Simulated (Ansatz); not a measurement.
Harmonic frequencies (cm⁻¹) at PBE0-D4/def2-TZVP from Ansatz: 14, 119, 224, 331, 440, 560, 618, 650, 707, 1124, 1432, 1443, 1537, 3058, 3160, 3174, 3551, 3664.

Each molecule was computed in one conformer, which needn't be the lowest.

Question: Which molecule is it?
A. `[SiH3][SiH][SiH3]`•
B. `[CH3][In][NH2]`•
C. `[CH2][SiH](C)F`•
D. `F[Si](Cl)[GeH3]`•

Answer: B.
